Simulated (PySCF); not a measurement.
Two-component Hartree-Fock for N³⁺ (nitrogen, charge +3)

Start: [He] 2s1 2p1; 2s1/2 filled at m_j = +1/2; 2p3/2 filled at m_j = +3/2. Calculated with PySCF 2.14 in x2c-TZVPall-2c with one added diffuse shell each of s, p, d type (6s4p3d1f, 40 functions): generalised Hartree-Fock with the X2C-1e Hamiltonian and a Gaussian nucleus; one run each with spin-orbit coupling (SO) switched off, then screened by Boettger's factors. This is a chosen level, not necessarily the ground level.

| spinor shell | electrons | ε, spin-free (eV) | ε, screened SO (eV) | weight of nominal j (screened SO) | rms radius, screened SO (bohr) |
| --- | --- | --- | --- | --- | --- |
| 1s1/2 | 2 | -490.38 | -490.39 | 1.000 | 0.264 |
| 2s1/2 | 1 | -79.199 | -79.201 | 1.000 | 1.19 |
| 2p3/2 | 1 | -69.036 | -69.025 | 1.000 | 1.14 |

```tsv
quantity	spin-free	screened SO
E (hartree)	-50.88181	-50.88144
M_J	2	2
⟨J²⟩	6.001	6.001
⟨L²⟩	2.001	2.001
⟨S²⟩	2.000	2.000
```

Each row is a mean over spinors that exchange with the open shell spreads, by up to 4.034 eV (1s1/2).

Without spin-orbit coupling the j labels of p, d and f shells carry no meaning; the spin-free column gives the mean over the occupied spinors of each nl shell.
